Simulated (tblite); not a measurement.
A geometry optimisation, step by step.

C₆H₁₁As.
Atom-mapped SMILES: `[CH:1]#[C:2][CH2:3][AsH:4][CH2:5][CH2:6][CH3:7]` (hydrogens: H8 on C1; H9, H10 on C3; H11 on As4; H12, H13 on C5; H14, H15 on C6; H16, H17, H18 on C7)

Computed with GFN2-xTB (tblite), gas phase: L-BFGS steps from a force-field or distance-geometry start until the largest atomic force falls under 0.01 eV/Å. 9 of its 168 geometries are shown.

Step 0: E = -562.6779 eV, largest atomic force 4.225 eV/Å
```
atom  x, y, z in Å  |  force x, y, z in eV/Å
C1      4.119    0.511    0.546   -2.446  -0.437  -2.080
C2      3.195    0.338   -0.260    3.091   0.980   2.384
C3      2.126    0.125   -1.203    1.069   1.246   0.416
As4     0.825   -1.082   -0.428   -1.496  -3.110  -2.438
C5     -0.792   -0.215    0.250   -0.147   0.104   1.291
C6     -1.791   -0.238   -0.906    0.654  -0.197   0.402
C7     -3.051    0.440   -0.420   -0.280   0.326  -0.513
H8      4.913    0.659    1.243   -0.537  -0.131  -0.433
H9      1.650    1.099   -1.509    0.277  -0.787   0.307
H10     2.560   -0.355   -2.105   -0.337   0.132   0.283
H11     1.425   -2.148    0.530    0.317   1.286   0.676
H12    -0.643    0.831    0.547    0.062  -0.178   0.235
H13    -1.263   -0.784    1.097    0.626   0.516  -0.456
H14    -1.961   -1.294   -1.199   -0.053   0.542  -0.039
H15    -1.344    0.306   -1.740   -0.096  -0.069  -0.231
H16    -3.554   -0.273    0.262   -0.054   0.866  -0.389
H17    -3.640    0.682   -1.328   -0.202  -0.195   0.835
H18    -2.784    1.405    0.081   -0.449  -0.895  -0.251
```

Step 21: E = -564.1122 eV, largest atomic force 0.183 eV/Å
```
atom  x, y, z in Å  |  force x, y, z in eV/Å
C1      4.039    0.487    0.570    0.061   0.044   0.050
C2      3.142    0.304   -0.201   -0.005  -0.035  -0.071
C3      2.107    0.047   -1.161   -0.139  -0.023  -0.034
As4     0.838   -1.422   -0.605    0.013  -0.058   0.070
C5     -0.681   -0.337    0.126    0.090  -0.003   0.159
C6     -1.790   -0.195   -0.912    0.092  -0.052   0.033
C7     -3.063    0.479   -0.413   -0.048   0.017  -0.030
H8      4.830    0.678    1.228    0.044   0.008   0.111
H9      1.537    0.961   -1.345   -0.105   0.029   0.013
H10     2.571   -0.250   -2.106   -0.001  -0.033  -0.039
H11     1.487   -1.643    0.746   -0.077   0.089  -0.099
H12    -0.327    0.640    0.458    0.028   0.078  -0.016
H13    -1.054   -0.856    1.013   -0.079  -0.033  -0.055
H14    -2.052   -1.198   -1.264   -0.003   0.002  -0.114
H15    -1.407    0.374   -1.765    0.029  -0.033  -0.037
H16    -3.595   -0.147    0.300    0.091  -0.038   0.071
H17    -3.720    0.642   -1.264   -0.096   0.064   0.017
H18    -2.868    1.441    0.058    0.106  -0.025  -0.030
```

Step 42: E = -564.1541 eV, largest atomic force 0.067 eV/Å
```
atom  x, y, z in Å  |  force x, y, z in eV/Å
C1      3.968    0.495    0.575    0.006   0.033  -0.034
C2      3.104    0.304   -0.234   -0.008   0.010   0.028
C3      2.043    0.036   -1.167    0.030   0.015  -0.019
As4     0.855   -1.469   -0.549    0.041  -0.050   0.017
C5     -0.674   -0.378    0.104   -0.040  -0.003  -0.020
C6     -1.745   -0.196   -0.967   -0.029   0.014  -0.002
C7     -2.986    0.488   -0.403    0.013   0.007  -0.021
H8      4.743    0.691    1.254   -0.013  -0.007   0.009
H9      1.432    0.933   -1.308   -0.017  -0.012   0.010
H10     2.476   -0.234   -2.136   -0.005  -0.009  -0.017
H11     1.476   -1.547    0.820    0.004  -0.011  -0.022
H12    -0.321    0.595    0.458   -0.005  -0.023   0.016
H13    -1.115   -0.901    0.957    0.002  -0.015   0.026
H14    -2.029   -1.175   -1.369    0.014   0.004   0.030
H15    -1.347    0.391   -1.803    0.002   0.020   0.048
H16    -3.427   -0.122    0.385    0.011   0.025  -0.041
H17    -3.731    0.638   -1.182   -0.005   0.003   0.015
H18    -2.731    1.457    0.023    0.001  -0.002  -0.024
```

Step 63: E = -564.1685 eV, largest atomic force 0.054 eV/Å
```
atom  x, y, z in Å  |  force x, y, z in eV/Å
C1      3.897    0.586    0.535    0.017   0.017   0.014
C2      3.034    0.336   -0.257   -0.025   0.006  -0.028
C3      1.977    0.014   -1.177   -0.049  -0.022  -0.007
As4     0.858   -1.536   -0.536    0.010   0.005   0.008
C5     -0.683   -0.486    0.164   -0.019   0.013   0.019
C6     -1.689   -0.185   -0.942    0.003  -0.005   0.003
C7     -2.919    0.555   -0.429   -0.002   0.011  -0.006
H8      4.661    0.819    1.214    0.017   0.007   0.014
H9      1.321    0.880   -1.310   -0.010   0.003  -0.003
H10     2.401   -0.243   -2.153    0.028   0.005  -0.003
H11     1.532   -1.609    0.807   -0.019  -0.015   0.011
H12    -0.332    0.443    0.623    0.013  -0.021   0.006
H13    -1.171   -1.078    0.946    0.020   0.012  -0.024
H14    -2.001   -1.128   -1.404   -0.007   0.007   0.005
H15    -1.210    0.419   -1.721   -0.002  -0.023  -0.016
H16    -3.377    0.010    0.396    0.014   0.004  -0.033
H17    -3.658    0.660   -1.222    0.014   0.023   0.025
H18    -2.650    1.549   -0.075   -0.003  -0.027   0.014
```

Step 84: E = -564.1765 eV, largest atomic force 0.027 eV/Å
```
atom  x, y, z in Å  |  force x, y, z in eV/Å
C1      3.827    0.693    0.511   -0.001   0.001   0.007
C2      2.967    0.374   -0.259   -0.012   0.002   0.007
C3      1.926   -0.015   -1.172    0.025   0.005  -0.008
As4     0.861   -1.600   -0.533   -0.018  -0.001   0.014
C5     -0.687   -0.566    0.175    0.010  -0.007  -0.008
C6     -1.664   -0.206   -0.939    0.008   0.007  -0.002
C7     -2.844    0.612   -0.429    0.005  -0.011   0.001
H8      4.588    0.981    1.174   -0.009  -0.003   0.004
H9      1.231    0.819   -1.317    0.014  -0.008  -0.018
H10     2.372   -0.261   -2.142   -0.006   0.003  -0.012
H11     1.531   -1.677    0.812    0.010   0.007  -0.003
H12    -0.325    0.339    0.672   -0.003  -0.003   0.001
H13    -1.198   -1.174    0.926   -0.004  -0.008   0.009
H14    -2.032   -1.127   -1.405    0.001   0.008   0.007
H15    -1.144    0.367   -1.715    0.005  -0.004  -0.012
H16    -3.389    0.057    0.332   -0.009   0.000   0.007
H17    -3.528    0.844   -1.242   -0.008   0.013   0.006
H18    -2.499    1.546    0.010   -0.007  -0.001  -0.001
```

Step 104: E = -564.1787 eV, largest atomic force 0.043 eV/Å
```
atom  x, y, z in Å  |  force x, y, z in eV/Å
C1      3.767    0.723    0.529   -0.034  -0.007  -0.025
C2      2.938    0.392   -0.271    0.023   0.000   0.030
C3      1.933   -0.034   -1.208   -0.003  -0.001  -0.003
As4     0.866   -1.608   -0.541    0.002  -0.008  -0.006
C5     -0.682   -0.583    0.178   -0.006   0.000  -0.008
C6     -1.662   -0.208   -0.930    0.010   0.004  -0.001
C7     -2.824    0.629   -0.411    0.006  -0.007   0.002
H8      4.500    1.024    1.216   -0.006   0.009   0.001
H9      1.239    0.787   -1.409   -0.008  -0.003   0.002
H10     2.411   -0.311   -2.154    0.013  -0.003   0.009
H11     1.550   -1.665    0.798    0.005  -0.013  -0.010
H12    -0.323    0.315    0.691    0.002  -0.005  -0.023
H13    -1.189   -1.207    0.919   -0.007   0.013   0.003
H14    -2.050   -1.121   -1.394    0.017   0.001   0.007
H15    -1.140    0.356   -1.710    0.014  -0.001   0.003
H16    -3.402    0.069    0.320    0.001  -0.005   0.023
H17    -3.485    0.913   -1.227   -0.018   0.007  -0.008
H18    -2.455    1.536    0.064   -0.011   0.017   0.006
```

Step 125: E = -564.2392 eV, largest atomic force 0.313 eV/Å
```
atom  x, y, z in Å  |  force x, y, z in eV/Å
C1      3.019    1.011    0.647   -0.193  -0.090  -0.230
C2      2.541    0.440   -0.297    0.183   0.126   0.199
C3      1.988   -0.304   -1.397   -0.021   0.034   0.073
As4     0.798   -1.789   -0.766    0.027  -0.024  -0.014
C5     -0.531   -0.618    0.134   -0.001   0.007   0.003
C6     -1.544   -0.084   -0.876    0.034  -0.028  -0.024
C7     -2.636    0.747   -0.218    0.038  -0.034  -0.035
H8      3.414    1.556    1.454   -0.007  -0.058  -0.058
H9      1.372    0.348   -2.023    0.020   0.038  -0.033
H10     2.788   -0.711   -2.021    0.044  -0.027   0.024
H11     1.600   -2.048    0.485   -0.031   0.010  -0.003
H12    -0.009    0.201    0.638   -0.033   0.015  -0.048
H13    -1.054   -1.193    0.902   -0.020  -0.060   0.005
H14    -2.010   -0.923   -1.407    0.048  -0.023   0.031
H15    -1.032    0.529   -1.625    0.013   0.004   0.004
H16    -3.163    0.146    0.520   -0.033   0.061   0.023
H17    -3.348    1.087   -0.967   -0.028   0.038   0.049
H18    -2.204    1.614    0.276   -0.039   0.011   0.033
```

Step 146: E = -564.2629 eV, largest atomic force 0.046 eV/Å
```
atom  x, y, z in Å  |  force x, y, z in eV/Å
C1      2.520    1.227    0.559    0.028   0.020   0.030
C2      2.328    0.501   -0.374   -0.017  -0.030  -0.019
C3      2.022   -0.410   -1.441   -0.006  -0.003  -0.003
As4     0.790   -1.883   -0.856   -0.010   0.007  -0.014
C5     -0.513   -0.750    0.126    0.003   0.011  -0.007
C6     -1.469   -0.059   -0.840    0.001   0.008   0.007
C7     -2.450    0.856   -0.118   -0.007  -0.001  -0.002
H8      2.732    1.878    1.354    0.003   0.015  -0.007
H9      1.544    0.124   -2.269   -0.005  -0.007  -0.001
H10     2.942   -0.865   -1.823    0.020  -0.010   0.007
H11     1.593   -2.205    0.379    0.005   0.006   0.017
H12     0.034   -0.007    0.712   -0.002   0.001   0.000
H13    -1.079   -1.375    0.823    0.001  -0.024  -0.018
H14    -2.025   -0.815   -1.406    0.003   0.001   0.001
H15    -0.893    0.534   -1.558   -0.008   0.009   0.004
H16    -3.057    0.287    0.583   -0.002  -0.008   0.013
H17    -3.113    1.344   -0.829   -0.011   0.010  -0.003
H18    -1.915    1.624    0.437    0.004  -0.007  -0.006
```

Step 167: E = -564.2652 eV, largest atomic force 0.010 eV/Å
```
atom  x, y, z in Å  |  force x, y, z in eV/Å
C1      2.547    1.248    0.546    0.002  -0.005  -0.003
C2      2.341    0.503   -0.369    0.001   0.005   0.001
C3      2.049   -0.422   -1.429    0.008  -0.003   0.000
As4     0.788   -1.877   -0.867    0.001  -0.008   0.006
C5     -0.523   -0.748    0.108    0.004  -0.004   0.002
C6     -1.482   -0.046   -0.847    0.000  -0.001   0.000
C7     -2.470    0.846   -0.105    0.001   0.004   0.000
H8      2.760    1.916    1.327   -0.005   0.000  -0.006
H9      1.600    0.105   -2.278   -0.004   0.008   0.001
H10     2.974   -0.892   -1.778   -0.002  -0.003   0.001
H11     1.567   -2.209    0.383   -0.004   0.002  -0.003
H12     0.018   -0.011    0.708    0.003   0.005   0.002
H13    -1.089   -1.388    0.790   -0.003   0.001   0.001
H14    -2.031   -0.796   -1.426    0.003   0.005  -0.004
H15    -0.912    0.567   -1.553    0.001   0.000   0.000
H16    -3.055    0.261    0.603   -0.003   0.003  -0.007
H17    -3.152    1.329   -0.801   -0.004  -0.005   0.003
H18    -1.939    1.619    0.447   -0.001  -0.002   0.007
```

Q: Summarise the path.

A: The energy falls by 36.60 kcal/mol from step 0 to step 167; nine tenths of that is first reached at step 20. It falls at every step. The largest force goes from 4.225 to 0.010 eV/Å. Among the bonds C3–As4 changes most, from 1.936 to 2.006 Å; the atoms move by 1.033 Å rms after alignment.

What follows is the cost of the whole relaxation. The run took 1.2 s of wall time on one thread of an Arm Neoverse V1 (shared host).
